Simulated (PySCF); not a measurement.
## Stationary points of YH₂

Level of theory: PySCF, PBE0, basis Y def2-TZVP with ECP28, H def2-TZVP (scalar-relativistic core potentials, no spin–orbit coupling, density fitting).

Relaxations began from a few typed shapes; open shells are unrestricted. The search is not exhaustive: other isomers or separated fragments can lie lower, and high-lying points may rest on an excited occupation.

(1) Order these stationary points by electronic energy, lowest first, in kJ/mol from the lowest minimum.
A. doublet D∞h: Y–H 2.046 Å (×2); H–Y–H 180.0°
B. doublet C2v: Y–H 1.957 Å (×2); H–Y–H 115.4°
C. doublet (⟨S²⟩ 0.97) C2v: H–H 0.804 Å, Y–H 2.234 Å (×2); H–H–Y 79.6° (×2), H–Y–H 20.7°

(2) Which of them are minima?

Answers

(1) B (0.0), A (55.5), C (95.3).

(2) By energy in kJ/mol, 0.0: minimum; 55.5: saddle point, 2 imaginary modes; 95.3: minimum.

Formally Y is in oxidation state +2, d1, with 1 unpaired electron. The Mulliken spin on Y is 0.98. The polar-tensor charge on Y, 0.82, is far below the formal one.

For the lowest minimum: other spin states or occupations of the open shell can lie lower.
